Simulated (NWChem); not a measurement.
System: SiNH5; SMILES N[SiH3]

```xyz
7

Si    -0.0110     0.5555     0.0000
N     -0.0410    -1.1779     0.0000
H     -0.7214     1.0285    -1.2263
H     -0.7214     1.0285     1.2263
H      1.3450     1.2052     0.0000
H      0.2705    -1.6697    -0.8309
H      0.2705    -1.6697     0.8309
```
Atoms are numbered in this order, from 1.

Computed with NWChem. Geometry optimised at PBE0/def2-SVP; all other runs use it. 

```
quantity                                                                level  value
-------------------------------------------------------  --------------------  -----
vertical, lowest state with f > 0.02, singlet (eV)       B3LYP/def2-SVPD, TDA   7.18
isotropic polarisability (bohr³), static                      B3LYP/def2-SVPD      …
cavity-dispersion-structure term (kcal/mol) in n-hexane    PBE0/def2-SVP, SMD    0.4
−ε(HOMO) (eV)                                                  B3LYP/def2-SVP   6.93
dipole (D)                                                      PBE0/def2-SVP      …
highest harmonic frequency (cm⁻¹)                               PBE0/def2-SVP      …
```

Complete the blanks.


- isotropic polarisability (bohr³), static, value: 38.8
- dipole (D), value: 1.44
- highest harmonic frequency (cm⁻¹), value: 3700
